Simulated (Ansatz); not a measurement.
Calculated with Ansatz (gas phase, PBE0-D4/def2-TZVP geometries, no zero-point term in ΔE). CCSD(T)/CBS adds triple-zeta CCSD(T) − MP2 to the extrapolated MP2 energy (def2 sets, frozen cores). This one scheme is used for every species. DFT in def2-TZVPP. B3LYP here is the variant with VWN-RPA as its local correlation; programs differ in this. Each species was taken in one conformer, which may not be the lowest.

`BCBCC` → `BCB` + `C=C`  (β-hydride elimination)

`BCBCC`:

```xyz
15

B    -0.978    1.611   -1.760
C    -1.360    0.321   -1.001
B    -0.439    0.206    0.261
C     0.527   -0.998    0.470
C     1.616   -0.846    1.525
H    -0.426    1.570   -2.823
H    -1.197    2.683   -1.271
H    -1.366   -0.584   -1.610
H    -2.349    0.519   -0.555
H    -0.522    1.063    1.102
H     0.943   -1.326   -0.491
H    -0.151   -1.824    0.751
H     1.191   -0.568    2.492
H     2.186   -1.768    1.663
H     2.325   -0.061    1.248
```

`BCB`:

Cartesian coordinates in Å:
```
B 1.271 -0.141 0.177
C -0.184 0.234 0.555
B -1.094 0.028 -0.684
H 1.525 -1.257 -0.176
H 2.153 0.667 0.215
H -0.298 1.195 1.054
H -0.485 -0.606 1.208
H -1.694 0.940 -1.175
H -1.194 -1.060 -1.174
```

`C=C`:

```xyz
6

C     0.047   -0.026   -0.659
C    -0.047    0.026    0.659
H    -0.232    0.816   -1.284
H     0.409   -0.912   -1.170
H     0.233   -0.816    1.284
H    -0.409    0.912    1.170
```

CCSD(T)/CBS gives +149.5 kJ/mol.

(1) Another level gave +155.4 kJ/mol. Which?
A. B3LYP/def2-TZVPP
B. PBE0-D4/def2-TZVPP
C. CCSD/def2-TZVPP
D. ωB97M-V/def2-TZVPP

Largest T1 diagnostic among the species: 0.011.

## Answers

(1) D. ωB97M-V 155.4, PBE0-D4 170.6, B3LYP 132.0, CCSD/def2-TZVPP 146.9 kJ/mol.

In def2-TZVPP, CCSD(T) changes the Hartree–Fock value by +27.9 kJ/mol (the triples alone add +0.9 kJ/mol) and MP2 by +38.7 kJ/mol. From PBE to PBE0 (25 % exact exchange), in def2-TZVPP and without D4, ΔE moves by +9.6 kJ/mol.
